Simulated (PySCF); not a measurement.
## [TbCl4]− at several levels of theory

Computed with PySCF 2.14.0 (density fitting, no spin-orbit coupling) at the geometry relaxed with PBE0:

```xyz
5
[TbCl4]− (singlet in the valence; each metal's 4f electrons, 8 of them, lie in its core potential, out of spins and levels)
Tb    0.0000    0.0000    0.0000
Cl    1.4688    1.4688    1.4688
Cl   -1.4688   -1.4688    1.4688
Cl    1.4688   -1.4688   -1.4688
Cl   -1.4688    1.4688   -1.4688
```

```tsv
level	basis	state	HOMO (eV)	gap (eV)	charge on Tb1 (e)	population of f-type functions on Tb1 (polarisation alone where 4f lies in the core)	dipole about the centre of mass (D)	largest force component (eV/Å)
PBE0	Tb lcecp-1-SVP with ECP54, Cl def2-SVP	singlet	-4.52	7.91	0.73	0.05	0.00	0.00
PBE0	Tb lcecp-1-TZVP with ECP54, Cl def2-TZVP	singlet	-4.78	8.05	1.30	0.06	0.00	0.01
```

In the lcecp rows the 4f levels are missing from HOMO and gap, and the state counts the valence alone.

Charges are Mulliken's, which hang on the basis. The relaxation used the grid (50, 194), these runs (75, 302) or, all-electron (x2c bases, spin-free X2C Hamiltonian), (99, 590).

**Question.** A further run in the first row's basis gives HOMO (eV) -3.82, gap (eV) 7.06, charge on Tb1 (e) 0.76, population of f-type functions on Tb1 (polarisation alone where 4f lies in the core) 0.04, dipole about the centre of mass (D) 0.00, largest force component (eV/Å) 0.07. Which level was it?
A. BP86
B. TPSSh

**Answer.** B. The others give HOMO -3.17 eV (BP86).

In the first row's basis the gap widens with exact exchange: 6.1 eV for BP86 (none); 7.1 to 7.9 eV for TPSSh, PBE0 (a fixed share).

An lcecp potential fixes the number of 4f electrons, so in runs with it no electron can move into or out of that shell.
